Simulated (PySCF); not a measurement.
C3H10O3Sn, triplet, at the geometry of the source list (a higher spin typed on purpose: for a closed-shell molecule this is an excited state) (all electrons, no relativity) (in this run its highest filled SCF level lies above zero, so its values depend strongly on the basis, on diffuse functions most of all); R2SCAN/STO-3G in PySCF.

The PySCF input:
```python
from pyscf import gto, scf, dft

mol = gto.M(
    atom='''
C    -1.067800   -1.509700   -0.604200
C    -1.053300   -0.204200    0.152600
C    -1.641800    0.943800   -0.631400
Sn    1.057100    0.273000    0.716100
O     2.259000   -0.038800   -0.857600
O     1.842900   -0.867200    2.139400
O     1.483700    2.144800    1.248200
H    -0.512800   -1.425200   -1.533700
H    -0.635600   -2.315800   -0.015000
H    -2.098300   -1.774100   -0.840400
H    -1.549000   -0.308600    1.120100
H    -2.693300    0.736900   -0.829000
H    -1.134100    1.063600   -1.586100
H    -1.579500    1.879600   -0.078200
H     3.170600    0.208300   -0.712700
H     2.459900   -1.521000    1.804800
H     1.692500    2.714600    0.507000
''',
    basis='sto-3g',
    charge=0,
    spin=2,
    verbose=4,
    symmetry=True,
)

mf = dft.UKS(mol)
mf.xc = 'r2scan'
mf.kernel()
mf.analyze()
```

The log (banner, timings and long lists left out):

```
PySCF version 2.14.0

[INPUT] verbose = 4
[INPUT] num. atoms = 17
[INPUT] num. electrons = 102
[INPUT] charge = 0
[INPUT] spin (= nelec alpha-beta = 2S) = 2
[INPUT] symmetry True subgroup None
[INPUT] Mole.unit = angstrom
[INPUT] Symbol           X                Y                Z      unit          X                Y                Z       unit  Magmom
[...]
nuclear repulsion = 796.37283308609
point group symmetry = C1
symmetry origin: [0. 0. 0.]
symmetry axis x: [1. 0. 0.]
symmetry axis y: [0. 1. 0.]
symmetry axis z: [0. 0. 1.]
num. orbitals of irrep A = 67
number of shells = 39
number of NR pGTOs = 201
number of NR cGTOs = 67
basis = sto-3g
ecp = {}

******** <class 'pyscf.dft.uks.UKS'> ********
method = UKS
initial guess = minao
damping factor = 0
level_shift factor = 0
DIIS = <class 'pyscf.scf.diis.CDIIS'>
diis_start_cycle = 1
diis_space = 8
diis_damp = 0
SCF conv_tol = 1e-09
SCF conv_tol_grad = None
SCF max_cycles = 50
direct_scf = True
direct_scf_tol = 1e-13
number electrons alpha = 52  beta = 50
XC library pyscf.dft.libxc version 7.1.2
    S. Lehtola, C. Steigemann, M. J. T. Oliveira, and M. A. L. Marques,  SoftwareX 7, 1–5 (2018)
XC functionals = r2scan
    J. W. Furness, A. D. Kaplan, J. Ning, J. P. Perdew, and J. Sun,  J. Phys. Chem. Lett. 11, 8208–8215 (2020)
    J. W. Furness, A. D. Kaplan, J. Ning, J. P. Perdew, and J. Sun,  J. Phys. Chem. Lett. 11, 9248–9248 (2020)
    J. W. Furness, A. D. Kaplan, J. Ning, J. P. Perdew, and J. Sun,  J. Phys. Chem. Lett. 11, 8208–8215 (2020)
    J. W. Furness, A. D. Kaplan, J. Ning, J. P. Perdew, and J. Sun,  J. Phys. Chem. Lett. 11, 9248–9248 (2020)
radial grids:
    Treutler-Ahlrichs [JCP 102, 346 (1995); DOI:10.1063/1.469408] (M4) radial grids

becke partition: Becke, JCP 88, 2547 (1988); DOI:10.1063/1.454033
pruning grids: <function nwchem_prune>
grids dens level: 3
symmetrized grids: True
atomic radii adjust function: <function treutler_atomic_radii_adjust>
small_rho_cutoff = 0
Set gradient conv threshold to 3.16228e-05
tot grids = 204640
init E= -6290.86436742591

cycle= 1 E= -6306.03886296131  delta_E= -15.2  |g|= 0.733  |ddm|=  3.7
cycle= 2 E= -6303.64014234253  delta_E=  2.4  |g|=  1.8  |ddm|=  4.7

cycle= 3 E= -6306.08085434258  delta_E= -2.44  |g|= 0.794  |ddm|= 4.44

cycle= 4 E= -6306.32338404319  delta_E= -0.243  |g|= 0.542  |ddm|=  2.6

cycle= 5 E= -6306.2647371818  delta_E= 0.0586  |g|= 0.609  |ddm|= 2.17

cycle= 6 E= -6306.50458255039  delta_E= -0.24  |g|= 0.338  |ddm|= 1.67

cycle= 7 E= -6306.55056840478  delta_E= -0.046  |g|= 0.286  |ddm|= 1.46

cycle= 8 E= -6306.55444167482  delta_E= -0.00387  |g|= 0.276  |ddm|= 1.05

cycle= 9 E= -6306.60937937522  delta_E= -0.0549  |g|= 0.146  |ddm|= 0.813

cycle= 10 E= -6306.4247483988  delta_E= 0.185  |g|= 0.437  |ddm|= 1.42

cycle= 11 E= -6306.44206417869  delta_E= -0.0173  |g|= 0.42  |ddm|= 0.138

cycle= 12 E= -6306.62299261957  delta_E= -0.181  |g|= 0.0791  |ddm|= 1.39

cycle= 13 E= -6306.62538816978  delta_E= -0.0024  |g|= 0.0661  |ddm|= 0.457

cycle= 14 E= -6306.62635999004  delta_E= -0.000972  |g|= 0.0558  |ddm|= 0.297

cycle= 15 E= -6306.62800605938  delta_E= -0.00165  |g|= 0.0408  |ddm|= 0.19

cycle= 16 E= -6306.62774013853  delta_E= 0.000266  |g|= 0.0444  |ddm|= 0.0296

cycle= 17 E= -6306.62769609578  delta_E= 4.4e-05  |g|= 0.0447  |ddm|= 0.0179

cycle= 18 E= -6306.62746717912  delta_E= 0.000229  |g|= 0.0474  |ddm|= 0.0086

cycle= 19 E= -6306.62880214123  delta_E= -0.00133  |g|= 0.0287  |ddm|= 0.0566

cycle= 20 E= -6306.62942189702  delta_E= -0.00062  |g|= 0.0134  |ddm|= 0.0647

cycle= 21 E= -6306.62953525351  delta_E= -0.000113  |g|= 0.00762  |ddm|= 0.0187

cycle= 22 E= -6306.62954917344  delta_E= -1.39e-05  |g|= 0.00629  |ddm|= 0.0355

cycle= 23 E= -6306.62958271632  delta_E= -3.35e-05  |g|= 0.00224  |ddm|= 0.0138

cycle= 24 E= -6306.62958731203  delta_E= -4.6e-06  |g|= 0.00064  |ddm|= 0.00799

cycle= 25 E= -6306.62958762871  delta_E= -3.17e-07  |g|= 0.000234  |ddm|= 0.000958

[...]
converged SCF energy = -6306.62958767271  <S^2> = 2.0081793  2S+1 = 3.0054479
Total Energy =                       -6306.629587672711750
[...]
spin_pop of  1 C 2pz       0.02931
spin_pop of  2 C 1s        0.00000
spin_pop of  2 C 2s       -0.00417
spin_pop of  2 C 2px      -0.00340
spin_pop of  2 C 2py      -0.00518
spin_pop of  2 C 2pz      -0.00424
spin_pop of  3 Sn 1s        0.00000
spin_pop of  3 Sn 2s        0.00001
spin_pop of  3 Sn 3s        0.00008
spin_pop of  3 Sn 4s        0.00025
spin_pop of  3 Sn 5s        0.36557
spin_pop of  3 Sn 2px      -0.00000
spin_pop of  3 Sn 2py      -0.00000
spin_pop of  3 Sn 2pz       0.00000
spin_pop of  3 Sn 3px       0.00000
spin_pop of  3 Sn 3py      -0.00000
spin_pop of  3 Sn 3pz       0.00000
spin_pop of  3 Sn 4px      -0.00003
spin_pop of  3 Sn 4py      -0.00007
spin_pop of  3 Sn 4pz      -0.00001
spin_pop of  3 Sn 5px      -0.01344
spin_pop of  3 Sn 5py      -0.02731
spin_pop of  3 Sn 5pz       0.03450
spin_pop of  3 Sn 3dxy      0.00000
spin_pop of  3 Sn 3dyz      0.00000
spin_pop of  3 Sn 3dz^2     0.00000
spin_pop of  3 Sn 3dxz      0.00000
spin_pop of  3 Sn 3dx2-y2    0.00000
spin_pop of  3 Sn 4dxy      0.00152
spin_pop of  3 Sn 4dyz      0.00155
spin_pop of  3 Sn 4dz^2     0.00100
spin_pop of  3 Sn 4dxz      0.00186
spin_pop of  3 Sn 4dx2-y2    0.00489
spin_pop of  4 O 1s        0.00000
spin_pop of  4 O 2s        0.00506
spin_pop of  4 O 2px       0.01081
spin_pop of  4 O 2py       0.10491
spin_pop of  4 O 2pz       0.02529
spin_pop of  5 O 1s        0.00001
spin_pop of  5 O 2s        0.03617
spin_pop of  5 O 2px       0.19378
spin_pop of  5 O 2py       0.08757
spin_pop of  5 O 2pz       0.17685
spin_pop of  6 O 1s        0.00001
spin_pop of  6 O 2s        0.03698
spin_pop of  6 O 2px       0.34092
spin_pop of  6 O 2py       0.06270
spin_pop of  6 O 2pz       0.05829
spin_pop of  7 H 1s        0.00421
spin_pop of  8 H 1s        0.00417
spin_pop of  9 H 1s        0.01913
spin_pop of  10 H 1s       -0.01366
spin_pop of  11 H 1s        0.01700
spin_pop of  12 H 1s        0.00362
spin_pop of  13 H 1s        0.00467
spin_pop of  14 H 1s       -0.00070
spin_pop of  15 H 1s        0.01311
spin_pop of  16 H 1s        0.01267
 ** Mulliken Spin Density (per atom)  **
spin density of  0 C =     -0.01614
spin density of  1 C =      0.45916
spin density of  2 C =     -0.01699
spin density of  3 Sn =      0.37040
spin density of  4 O =      0.14607
spin density of  5 O =      0.49437
spin density of  6 O =      0.49890
spin density of  7 H =      0.00421
spin density of  8 H =      0.00417
spin density of  9 H =      0.01913
spin density of  10 H =     -0.01366
spin density of  11 H =      0.01700
spin density of  12 H =      0.00362
spin density of  13 H =      0.00467
spin density of  14 H =     -0.00070
spin density of  15 H =      0.01311
spin density of  16 H =      0.01267
 ** Mulliken pop alpha/beta on meta-lowdin orthogonal AOs **
 ** Mulliken pop       alpha | beta **
In total            52.00000 | 50.00000
 ** Mulliken atomic charges   ( Nelec_alpha | Nelec_beta ) **
charge of  0C =     -0.15026  (     3.06706      3.08320 )
charge of  1C =     -0.12362  (     3.29139      2.83223 )
charge of  2C =     -0.14900  (     3.06601      3.08299 )
charge of  3Sn =      0.58108  (    24.89466     24.52426 )
charge of  4O =     -0.32010  (     4.23309      4.08702 )
charge of  5O =     -0.23102  (     4.36269      3.86832 )
charge of  6O =     -0.23376  (     4.36633      3.86743 )
charge of  7H =      0.04360  (     0.48030      0.47609 )
charge of  8H =      0.04003  (     0.48207      0.47790 )
charge of  9H =      0.04317  (     0.48798      0.46885 )
charge of  10H =      0.02976  (     0.47829      0.49195 )
charge of  11H =      0.04318  (     0.48691      0.46991 )
charge of  12H =      0.04049  (     0.48156      0.47794 )
charge of  13H =      0.04146  (     0.48160      0.47693 )
charge of  14H =      0.11358  (     0.44286      0.44356 )
charge of  15H =      0.11597  (     0.44857      0.43546 )
charge of  16H =      0.11544  (     0.44862      0.43595 )
Dipole moment(X, Y, Z, Debye):  1.58943,  0.15455, -0.77892
```
